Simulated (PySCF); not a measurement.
Gas-phase reaction: 2 H3SiGeH3 ⇌ 2 GeH3 + Si2H6

Energies from PySCF, thermal terms from the rigid-rotor harmonic-oscillator model, ideal gas at 1 bar. † marks an energy on the PBE0/def2-TZVP geometry and frequencies; other levels use their own. MP2 freezes the core. 6-31G* has spherical d functions here. Open shells (unrestricted): GeH3 (multiplicity 2); the rest are closed-shell singlets. B3LYP is the form with VWN-RPA correlation. Ge: all electrons, no relativistic terms. GeH3: computed as isolated molecules; such fragments, hydroxides, amides, oligomers or adducts are transient or little studied in the gas. MP2 isn't extrapolated to the basis-set limit; its ΔH°(298 K) is 277.6 kJ in def2-SVP and 299.3 kJ in def2-TZVPP. The harmonic model lacks anharmonicity and excited electronic states, which grow with temperature; levels with a mode under 35 cm⁻¹ are left out. Internal rotation in H3SiGeH3, Si2H6 is treated as a harmonic vibration of one conformer, which makes the entropy rough.

ΔH° and ΔS° at 298 K: B3LYP/6-31G* 274 kJ, 147 J/K; HF/def2-TZVP† 202 kJ, 148 J/K; MP2/def2-SVP† 278 kJ, 148 J/K; PBE/def2-TZVP† 284 kJ, 148 J/K; PBE0/def2-SVP† 287 kJ, 148 J/K.

Task: With the heat capacities included, give log10 K (1 bar) at 500, 800, 1200, 1800, 2000 K from B3LYP/6-31G*, HF/def2-TZVP†, MP2/def2-SVP†, PBE/def2-TZVP†, PBE0/def2-SVP†.

Result: 
```csv
T (K),B3LYP/6-31G*,HF/def2-TZVP†,MP2/def2-SVP†,PBE/def2-TZVP†,PBE0/def2-SVP†
500,-21.0,-13.4,-21.3,-22.0,-22.3
800,-10.4,-5.6,-10.5,-11.0,-11.1
1200,-4.6,-1.4,-4.6,-4.9,-5.0
1800,-0.8,1.4,-0.8,-1.0,-1.1
2000,0.0,1.9,-0.1,-0.3,-0.3
```
